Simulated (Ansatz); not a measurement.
The cluster Li3N⁺. Charge 1, multiplicity 2. Geometry PBE0-D4/def2-TZVP, that of the neutral singlet; atoms count from 1.

```tsv
atom	x (Å)	y (Å)	z (Å)
Li1	0.7815	-1.4233	-0.5630
Li2	0.9345	1.3522	0.5019
Li3	-1.7163	0.0769	0.0464
N4	0.0002	-0.0057	0.0147
```

The structure comes from a short search, and lower isomers may exist.

Estimate the Mulliken populations from the PBE0/def2-TZVP orbitals of Ansatz.


```json
{"atom": "Li1", "charge (e)": "0.82", "spin (α − β)": "0.01"}
{"atom": "Li2", "charge (e)": "0.82", "spin (α − β)": "0.01"}
{"atom": "Li3", "charge (e)": "0.82", "spin (α − β)": "0.01"}
{"atom": "N4", "charge (e)": "-1.45", "spin (α − β)": "0.98"}
```
Mulliken values and Mayer orders depend strongly on the basis.

Where does the spin sit?

Summed by element: Li 0.02, N 0.98, of 1 unpaired in all. Largest on single atoms: N4 0.98, Li1 0.01, Li2 0.01.

And the Mayer bond orders between bonded heavy atoms (over 0.3)?

Li1–N4 0.34 (1.72 Å); Li2–N4 0.34 (1.72 Å); Li3–N4 0.34 (1.72 Å).
